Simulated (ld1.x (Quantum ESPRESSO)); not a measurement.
**Reading a pseudo-wave (thulium (Tm))**

Columns: radius, all-electron u(r) and pseudo u(r) of the 6s shell (level -11.96 eV) of thulium in the configuration [Kr] 4d10 4f13 5s2 5p6 5d0 6s0.5 6p0; PBEsol, scalar-relativistic, PAW scheme, ld1.x (Quantum ESPRESSO) 7.5.

```json
{"r (bohr)": "0.130", "all-electron": "0.0943", "pseudo": "0.1483"}
{"r (bohr)": "0.260", "all-electron": "-0.0259", "pseudo": "0.2813"}
{"r (bohr)": "0.390", "all-electron": "-0.1848", "pseudo": "0.3859"}
{"r (bohr)": "0.520", "all-electron": "-0.0804", "pseudo": "0.4532"}
{"r (bohr)": "0.650", "all-electron": "0.1037", "pseudo": "0.4793"}
{"r (bohr)": "0.780", "all-electron": "0.2418", "pseudo": "0.4656"}
{"r (bohr)": "0.910", "all-electron": "0.3011", "pseudo": "0.4174"}
{"r (bohr)": "1.040", "all-electron": "0.2908", "pseudo": "0.3424"}
{"r (bohr)": "1.170", "all-electron": "0.2313", "pseudo": "0.2493"}
{"r (bohr)": "1.300", "all-electron": "0.1422", "pseudo": "0.1458"}
{"r (bohr)": "1.430", "all-electron": "0.0390", "pseudo": "0.0385"}
{"r (bohr)": "1.560", "all-electron": "-0.0676", "pseudo": "-0.0681"}
{"r (bohr)": "1.690", "all-electron": "-0.1703", "pseudo": "-0.1703"}
{"r (bohr)": "1.820", "all-electron": "-0.2646", "pseudo": "-0.2646"}
{"r (bohr)": "1.950", "all-electron": "-0.3481", "pseudo": "-0.3481"}
{"r (bohr)": "2.080", "all-electron": "-0.4196", "pseudo": "-0.4196"}
{"r (bohr)": "2.210", "all-electron": "-0.4792", "pseudo": "-0.4792"}
{"r (bohr)": "2.340", "all-electron": "-0.5270", "pseudo": "-0.5270"}
{"r (bohr)": "2.470", "all-electron": "-0.5641", "pseudo": "-0.5641"}
{"r (bohr)": "2.600", "all-electron": "-0.5912", "pseudo": "-0.5912"}
{"r (bohr)": "2.730", "all-electron": "-0.6096", "pseudo": "-0.6096"}
{"r (bohr)": "2.860", "all-electron": "-0.6200", "pseudo": "-0.6200"}
{"r (bohr)": "2.990", "all-electron": "-0.6237", "pseudo": "-0.6237"}
{"r (bohr)": "3.120", "all-electron": "-0.6216", "pseudo": "-0.6216"}
{"r (bohr)": "3.250", "all-electron": "-0.6145", "pseudo": "-0.6145"}
{"r (bohr)": "3.380", "all-electron": "-0.6033", "pseudo": "-0.6033"}
```

**Question.** How many radial nodes do the two functions have?

**Answer.** The all-electron 6s function has n − l − 1 = 5 (the table is too coarse to show those close to the nucleus); the pseudo-wave has 1, since 1 lower shell of the same l stays in the valence.

**Question.** At about which radius was the pseudo-wave matched?

**Answer.** 1.75 bohr, where the columns begin to agree (steps of 0.13 bohr).

**Question.** Is the pseudo-wave norm-conserving?

**Answer.** No, it belongs to a PAW set: the norm inside the radius is not constrained, and the difference is carried by the augmentation charge.
